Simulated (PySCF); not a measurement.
# MPb for M along the chalcogens

PBE0 with double-zeta basis sets in PySCF, for the lowest determinant that a PBE0 search found; no spin–orbit coupling. De refers to high-spin ground-configuration atoms. A positive dipole means M(−)Pb(+).

| M | basis | state (unpaired electrons) | Re (Å) | ωe (cm⁻¹) | De (eV) | μ (D) |
| --- | --- | --- | --- | --- | --- | --- |
| O | def2-SVP | singlet (closed shell) | 1.929 | 778 | 4.33 | 4.38 |
| Se | def2-SVP | singlet (closed shell) | 2.421 | 294 | 4.22 | 3.71 |

Q: The row for M = S is missing. Estimate Re, ωe and De as the mean of the rows for O and Se, and compare with the calculation.

A: The means are 2.175 Å, 536 cm⁻¹ and 4.28 eV. PBE0 in def2-SVP gives PbS as a singlet (closed shell) with Re = 2.308 Å, ωe = 451 cm⁻¹, De = 4.47 eV, so the estimate is off by -13.3 pm, +19 % and -0.19 eV.

These are scalar-relativistic numbers at best; spin–orbit coupling would shift them, the dissociation energy most.
